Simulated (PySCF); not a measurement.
Input file for PySCF: R-MP2/6-31G* on BrGaH2O2 (SMILES [OH][Ga]([OH])[Br]), a point of a torsion scan.

```python
from pyscf import gto, scf, dft, mp
from pyscf.data.elements import chemcore

mol = gto.M(
    atom='''
    O    -1.03189566   -1.06543507    0.50247992
    Ga    0.22939065    0.08497723    0.80463492
    O     0.07240272    1.26403823    2.06472776
    Br    2.26809397   -0.09622367   -0.13920734
    H    -1.45303011   -1.31887547   -0.31512628
    H    -0.73731799    1.35081677    2.56673939
    ''',
    basis='6-31g*',
    cart=True,
    charge=0, spin=0, verbose=3, max_memory=1800)
mf = scf.RHF(mol)
mf.conv_tol = 1e-8
mf.max_cycle = 100
mf.kernel()
if not mf.converged:
    mf = mf.newton().run(mf.mo_coeff, mf.mo_occ)
pt = mp.MP2(mf, frozen=chemcore(mol)).run()
```

**Question.** Predict the final total energy.

**Answer.** -4646.9351 hartree.
